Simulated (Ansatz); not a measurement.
**GaSiH7O (SMILES [SiH3][OH+][GaH3-]): the HOMO–LUMO gap, rung by rung**

GaSiH7O: 10 atoms, total charge 0, spin state singlet. SMILES: `[SiH3][OH+][GaH3-]`. Geometry: relaxed at PBE0-D4/def2-TZVP.

Quantity: the HOMO–LUMO gap, in eV. The values are calculated.

```
                                 level                    kind  program  value (eV)  CPU time
    SVWN5/6-31G* (spherical functions)                     LDA   Ansatz        4.73     5.2 s
     BLYP/6-31G* (spherical functions)                     GGA   Ansatz        4.92     7.7 s
   r2SCAN/6-31G* (spherical functions)                meta-GGA   Ansatz        5.69      17 s
  r2SCAN0/6-31G* (spherical functions)         hybrid meta-GGA   Ansatz        7.52      19 s
    B3LYP/6-31G* (Cartesian functions)           global hybrid   Ansatz        6.55      11 s
CAM-B3LYP/6-31G* (spherical functions)  range-separated hybrid   Ansatz        9.36      11 s
    HSE06/6-31G* (spherical functions)  range-separated hybrid   Ansatz        6.25      10 s
   B2PLYP/6-31G* (spherical functions)           double hybrid   Ansatz        9.28      13 s
```

All-electron rows without a relativistic Hamiltonian named are non-relativistic. The values span 4.73 to 9.36 eV. Orbital gaps aren't excitation energies, and those of double hybrids come from the SCF part alone; they tend to grow with the share of exact exchange. CPU times are rough (shared hosts, several kinds of processor): they show what a rung costs within a factor of a few.
